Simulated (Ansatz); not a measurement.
Br₂, charge +1, doublet, at a GFN2-xTB geometry (a state made from the parent by changing its charge; the spin is typed, not shown lowest); PBE/pcseg-2 (Ansatz, a first-principles code).

Here is a job for Ansatz.
Ansatz 0.2 input:
```yaml
crystal:
  periodic: [false, false, false]
  atoms:
    - {symbol: Br, position_ang: [-0.00000000, -0.00000000, -1.11909265]}
    - {symbol: Br, position_ang: [0.00000000, 0.00000000, 1.11909265]}
basis:
  gaussian:
    orbitals: pcseg-2
hamiltonian:
  xc: pbe
total_charge: 1
magnetization: {spin_polarized: true, initial_magnetization: 1}
```

Q: Predict the main parts of the log of this Ansatz run.

A: 
```
Functional definition: PBE
738 factors; their error is unknown
mean field evaluation 1: about -140063.3236 eV, gradient 1.1e1 eV
mean field evaluation 2: about -140063.1356 eV, gradient 1.4e1 eV
mean field evaluation 4: about -140063.9632 eV, gradient 4.3e0 eV
mean field evaluation 8: about -140064.0630 eV, gradient 3.4e-1 eV
mean field evaluation 16: about -140063.9962 eV, gradient 2.7e-3 eV
mean field -140063.99621893 eV, -5147.2569222593 hartree, gradient 2.4e-5 eV, S^2 0.751617; 1 other end points of the search recorded, 0 dependent functions left out
reference -140063.99624699 eV, -5147.2569232903 hartree; 35, 34 occupied and 51, 52 virtual orbitals, 738 factors
Total energy: -140063.99624699 eV, -5147.2569232903 hartree
```
